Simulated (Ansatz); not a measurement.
ReSe2. Charge 0, multiplicity 4. Geometry r2SCAN-D4/def2-TZVP.

Cartesian coordinates in Å:
```
Re -0.1862 0.3040 0.5171
Se 1.1826 1.4764 -0.8237
Se -0.9965 -1.7805 0.3066
```

In the def2 sets Re takes a core potential; there is no spin–orbit coupling. The structure comes from a short search, and lower isomers may exist.

(1) Estimate the α-spin orbital energies around the gap (eV) in Ansatz with LDA (SPW92)/def2-TZVP, PBE-D4/def2-TZVP, BLYP-D4/def2-TZVP, B97M-V/def2-TZVP, r2SCANh-D4/def2-TZVP.

Answers

(1) 
| orbital | LDA (SPW92)/def2-TZVP | PBE-D4/def2-TZVP | BLYP-D4/def2-TZVP | B97M-V/def2-TZVP | r2SCANh-D4/def2-TZVP |
| --- | --- | --- | --- | --- | --- |
| HOMO−13 | -47.52 | -47.70 | -47.55 | -50.31 | -51.01 |
| HOMO−12 | -47.45 | -47.54 | -47.43 | -50.12 | -50.81 |
| HOMO−11 | -47.29 | -47.47 | -47.32 | -50.08 | -50.65 |
| HOMO−10 | -17.41 | -17.12 | -16.96 | -17.68 | -18.44 |
| HOMO−9 | -16.90 | -16.62 | -16.48 | -17.15 | -17.87 |
| HOMO−8 | -9.40 | -9.19 | -8.93 | -9.56 | -10.13 |
| HOMO−7 | -8.79 | -8.59 | -8.32 | -8.92 | -9.49 |
| HOMO−6 | -8.57 | -8.38 | -8.08 | -8.64 | -9.30 |
| HOMO−5 | -8.02 | -7.89 | -7.60 | -8.23 | -8.96 |
| HOMO−4 | -7.71 | -7.61 | -7.32 | -8.04 | -8.80 |
| HOMO−3 | -7.16 | -7.15 | -6.83 | -7.42 | -8.42 |
| HOMO−2 | -6.71 | -6.50 | -6.28 | -6.73 | -7.13 |
| HOMO−1 | -6.12 | -6.01 | -5.77 | -6.18 | -6.71 |
| HOMO | -5.68 | -5.59 | -5.34 | -5.82 | -6.40 |
| LUMO | -4.69 | -4.49 | -4.28 | -4.44 | -4.40 |
| LUMO+1 | -4.08 | -3.88 | -3.65 | -3.83 | -3.74 |
| LUMO+2 | -1.87 | -1.71 | -1.50 | -1.66 | -1.46 |
| LUMO+3 | -1.01 | -0.84 | -0.62 | -0.71 | -0.52 |
| LUMO+4 | 0.59 | 0.78 | 0.86 | 0.89 | 1.51 |
| LUMO+5 | 1.43 | 1.65 | 1.69 | 1.86 | 2.54 |
| β HOMO | -6.60 | -6.40 | -6.20 | -6.62 | -7.06 |
| β LUMO | -5.16 | -4.66 | -4.72 | -4.58 | -3.76 |
